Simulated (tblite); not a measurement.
Species: C6H6ClFO2.
SMILES with atom numbers: `[CH2:1]=[CH:2]/[C:3]([O:4][CH3:5])=[C:6](\[Cl:7])[C:8](=[O:9])[F:10]` (hydrogens: H11, H12 on C1; H13 on C2; H14, H15, H16 on C5)

Computed geometry: GFN2-xTB, gas phase.

Question: What internal coordinates does the optimisation give?

Answer: 
| bond | length (Å) |
| --- | --- |
| C1=C2 | 1.326 |
| C2–C3 | 1.470 |
| C3–O4 | 1.332 |
| O4–C5 | 1.414 |
| C3=C6 | 1.368 |
| C6–Cl7 | 1.732 |
| C6–C8 | 1.447 |
| C8=O9 | 1.186 |
| C8–F10 | 1.369 |
| C1–H11 | 1.077 |
| C1–H12 | 1.076 |
| C2–H13 | 1.081 |
| C5–H14, C5–H15, C5–H16 | 1.091 |

Bonds in one row agree within 0.01 Å and their mean is given. A selection of angles:
| angle | degrees |
| --- | --- |
| C2–C1–H11 | 122.7 |
| C2–C1–H12 | 121.1 |
| H11–C1–H12 | 116.2 |
| C1–C2–C3 | 125.1 |
| C1–C2–H13 | 120.4 |
| C3–C2–H13 | 114.3 |
| C2–C3–O4 | 122.9 |
| C2–C3–C6 | 118.6 |
| O4–C3–C6 | 118.6 |
| C3–O4–C5 | 121.3 |
| O4–C5–H14 | 105.6 |
| O4–C5–H15 | 112.1 |
| H14–C5–H15 | 110.0 |
| C3–C6–Cl7 | 119.3 |
| C3–C6–C8 | 127.8 |
| Cl7–C6–C8 | 112.9 |
| C6–C8–O9 | 128.8 |
| C6–C8–F10 | 112.4 |
| O9–C8–F10 | 118.8 |

Dihedral angles: C1–C2–C3–O4 50° (synclinal); C2–C3–O4–C5 8° (synperiplanar); C2–C3–C6–Cl7 3° (synperiplanar); C3–C6–C8–O9 -179° (antiperiplanar). The mirror-image conformer, all signs reversed, is as good.

The 3 C–O bonds span 1.186 Å (C8=O9, drawn double) to 1.414 Å (O4–C5, drawn single), a spread of 0.228 Å. The 4 C–C bonds span 1.326 Å (C1=C2, drawn double) to 1.470 Å (C2–C3, drawn single), a spread of 0.144 Å. Of the pairs four or more bonds apart, O4···F10 is among the closest relative to their van der Waals radii: 2.50 Å, 84 % of the sum of Bondi's values.

Point group: C1 (no symmetry element, even within 0.4 Å). Its GFN2-xTB frequencies are all real (lowest 52 cm⁻¹). One conformer, not necessarily the lowest. 3 starts were optimised and ended at 0.00, 0.00 and 2.11 kcal/mol (GFN2-xTB); the lowest of these is shown.
